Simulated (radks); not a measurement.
Ionisation ladder of xenon, from Xe IX to Xe XVI. Each ion is in the ground configuration listed by NIST, and IE = E(next ion) - E(this ion). Method: scalar-relativistic Kohn-Sham, PBE, spin-unpolarised, spherical densities, finite nucleus; Fermi nuclear charge, rms radius 4.7859 fm; computed with a radial shooting solver on a logarithmic mesh with Libxc functionals.

species  configuration  E (hartree)  IE, Delta-SCF (eV)  -e(HOMO) (eV)  HOMO  <r> HOMO (bohr)  IE, NIST (eV)       kind  error (eV)
Xe IX        [Kr] 4d10  -7431.37077              180.13         167.85    4d            0.851          179.8       exp.        +0.3
Xe X          [Kr] 4d9  -7424.75094              205.35         192.66    4d            0.834            202     theory        +3.4
Xe XI         [Kr] 4d8  -7417.20441              231.37         218.29    4d            0.818          229.0  semi-emp.        +2.3
Xe XII        [Kr] 4d7  -7408.70178              258.15         244.70    4d            0.802            255     theory        +3.2
Xe XIII       [Kr] 4d6  -7399.21483              285.68         271.87    4d            0.788            281     theory        +4.7
Xe XIV        [Kr] 4d5  -7388.71639              313.92         299.76    4d            0.775            314     theory        -0.1
Xe XV         [Kr] 4d4  -7377.18021              342.85         328.36    4d            0.762            343     theory        -0.2
Xe XVI        [Kr] 4d3  -7364.58087              372.45         357.63    4d            0.750            374     theory        -1.6

Reference values: NIST Atomic Spectra Database (exp. = measured, semi-emp. = semi-empirical, theory = theoretical value adopted there). The ionisation energy per charge of the ion left behind rises most, in proportion, at Xe X ([Kr] 4d9), from 20.015 to 20.535 eV. Spin polarisation and multiplet splitting are left out, so open shells lie too high by an amount that depends on their filling. Spin-orbit splitting is averaged out at the scalar-relativistic level.

Beside tabulated values, note that spin-unpolarised runs miss the spin-polarisation part of the exchange energy of open shells.
